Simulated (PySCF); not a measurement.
## Polarisability and C₆ of O⁺ (oxygen, charge +1)

[He] 2s2 2p3, high-spin 4S determinant. Computed with PySCF 2.14 in aug-cc-pV5Z, with the non-relativistic Hamiltonian (point nucleus). Coupled (time-dependent) response in atomic units; α is the mean over directions.

```csv
method,mean α (bohr³),C₆ (like pair),S(−4)
LC-wPBE,2.661,5.220,4.334
TPSS,2.691,5.332,4.357
```

S(−4) is the Cauchy moment in α(ω) = α(0) + S(−4) ω² + …

α(iu) at LC-wPBE:

| u (hartree) | α(iu) (bohr³) |
| --- | --- |
| 0 | 2.661 |
| 0.0500 | 2.650 |
| 0.100 | 2.619 |
| 0.200 | 2.504 |
| 0.300 | 2.345 |
| 0.500 | 1.990 |
| 0.750 | 1.598 |
| 1.00 | 1.291 |
| 1.50 | 0.8762 |
| 2.00 | 0.6251 |
| 3.00 | 0.3586 |
| 5.00 | 0.1604 |

A single London oscillator, α(iu) = α/(1 + u²/ω²), gives C₆ = (3/4) ω α². Matching the computed C₆ needs ω = 4 × 5.220 / (3 × 2.661²) = 0.983 hartree.

For an ion, C₆ is the dispersion term alone; charge-induced terms of lower order in 1/R come first.
